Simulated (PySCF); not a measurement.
Screening by computed properties: pick the candidate that meets the target.

Species are written as SMILES; each is one conformer at its optimised geometry, gas phase, non-relativistic unless stated; the electronic structure was computed with PySCF and density fitting.

Dipoles, sizes and rotational constants follow the conformer. The torsions of the flexible species, by atom-mapped SMILES:
- `[CH2:1]=[CH:2][C:3]([CH3:4])([CH3:5])[CH3:6]`: C1–C2–C3–C4 121°
- `[CH2:1]=[C:2]([CH2:3][CH3:4])[CH2:5][CH3:6]`: C1–C2–C3–C4 112°, C1–C2–C5–C6 112°
- `[O:1]=[S:2](=[O:3])([OH:4])[C:5]1=[CH:6][CH2:7]1`: O1–S2–C5–C6 -29°, H–O4–S2–O1 -8°
- `[CH2:1]=[CH:2][O:3][C:4](=[CH2:5])[S:6][CH2:7][F:8]`: C1–C2–O3–C4 -17°, C2–O3–C4–C5 136°, O3–C4–S6–C7 -137°, C4–S6–C7–F8 -83°

Question: Wanted: HOMO–LUMO gap above 7.7 eV (PBE0/def2-SVPD) and HOMO energy below -7 eV (PBE0/def2-SVPD), at GFN2-xTB geometries. Which candidate meets both?
A. `C=CC(C)(C)C`
B. `OS(C1=CC1)(=O)=O`
C. `C=COC(=C)SCF`
D. `C=C(CC)CC`
E. `C1(=O)C=C(F)C([C@H]1C)=O`

Answer: A. Computed values:
| species | HOMO–LUMO gap | HOMO energy |
| --- | --- | --- |
| C1(=O)C=C(F)C([C@H]1C)=O | 4.85 eV | -7.86 eV |
| C=COC(=C)SCF | 6.46 eV | -6.88 eV |
| OS(C1=CC1)(=O)=O | 6.79 eV | -8.23 eV |
| C=C(CC)CC | 7.57 eV | -7.07 eV |
| C=CC(C)(C)C | 7.90 eV | -7.43 eV |

Question: Wanted: electronic spatial extent ⟨r²⟩ about the centre of nuclear charge below 760 bohr² (PBE0/def2-SVPD) and lowest singlet excitation above 7 eV (TDDFT PBE0/def2-SVPD), at GFN2-xTB geometries. Which candidate meets both?
A. `OS(C1=CC1)(=O)=O`
B. `C=COC(=C)SCF`
C. `C1(=O)C=C(F)C([C@H]1C)=O`
D. `C=CC(C)(C)C`
E. `C=C(CC)CC`

Answer: D. Computed values:
```csv
species,electronic spatial extent ⟨r²⟩ about the centre of nuclear charge,lowest singlet excitation
C=CC(C)(C)C,647 bohr²,7.08 eV
C=C(CC)CC,723 bohr²,6.73 eV
OS(C1=CC1)(=O)=O,793 bohr²,5.92 eV
C1(=O)C=C(F)C([C@H]1C)=O,1089 bohr²,3.14 eV
C=COC(=C)SCF,1276 bohr²,5.53 eV
```

Question: Wanted: dipole moment above 0.6 D (PBE0/def2-SVPD) and smallest rotational constant below 0.96 GHz (GFN2-xTB), at GFN2-xTB geometries. Which candidate meets both?
A. `C=CC(C)(C)C`
B. `C=C(CC)CC`
C. `C=COC(=C)SCF`
D. `OS(C1=CC1)(=O)=O`
E. `C1(=O)C=C(F)C([C@H]1C)=O`

Answer: C. Computed values:
| species | dipole moment | smallest rotational constant |
| --- | --- | --- |
| C=CC(C)(C)C | 0.37 D | 2.661 GHz |
| C=C(CC)CC | 0.54 D | 1.972 GHz |
| C1(=O)C=C(F)C([C@H]1C)=O | 0.71 D | 1.017 GHz |
| C=COC(=C)SCF | 1.09 D | 0.898 GHz |
| OS(C1=CC1)(=O)=O | 3.88 D | 1.693 GHz |
